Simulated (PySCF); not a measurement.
Gas-phase reaction: 3 InH + 6 HCl + N2 → 2 InCl3.NH3 + InH3. Level: ωB97X-V/def2-TZVP†; standard pressure 1 bar.

Method: PySCF energies plus ideal-gas RRHO corrections (1 bar). † marks an energy on the PBE0/def2-TZVP geometry and frequencies. All species are closed-shell singlets. In: scalar-relativistic def2 core potential, no spin-orbit coupling. Adducts (InCl3.NH3) have no counterpoise correction, and HF, PBE, BLYP, B3LYP and PBE0 lack dispersion. InH, InCl3.NH3, InH3: computed as isolated molecules; such fragments, hydroxides, amides, oligomers or adducts are transient or little studied in the gas. The harmonic model lacks anharmonicity and excited electronic states, which grow with temperature; levels with a mode under 35 cm⁻¹ are left out. Soft modes under 120 cm⁻¹ make the harmonic entropy rough for InCl3.NH3.

```tsv
T (K)	1000/T (1/K)	log10 K
600	1.6667	40.79
800	1.2500	19.18
1000	1.0000	?
1200	0.8333	-2.15
1400	0.7143	-8.14
1600	0.6250	-12.57
```

Question: Fit log10 K = a + b·(1000/T) to the five rows, get the mean ΔH° and ΔS°, and predict log10 K at 1000 K.

Answer: Means: 1000/T = 1.0179, log10 K = 7.422. Sums of products about the means: Sxy = 38.72466, Sxx = 0.755432, so b = Sxy/Sxx = 51.26 and a = 7.422 − (51.26)×1.0179 = -44.75.
ΔH° = −R ln 10 × 1000 K × b = −19.145 × (51.26) = -981 kJ; ΔS° = R ln 10 × a = -857 J/K. The run's own values go from -997 kJ and -880 J/K at 600 K to -945 kJ and -831 J/K at 1600 K.
Prediction at 1000 K: -44.75 + (51.26)×1.0000 = 6.51. The computed value is 6.33, 0.18 from the line.
For scale, ΔH°(298 K) is -1001 kJ at this level, -972 kJ at ωB97M-V/def2-TZVP†, and runs from -1104 to -731 kJ over the 16 levels computed.
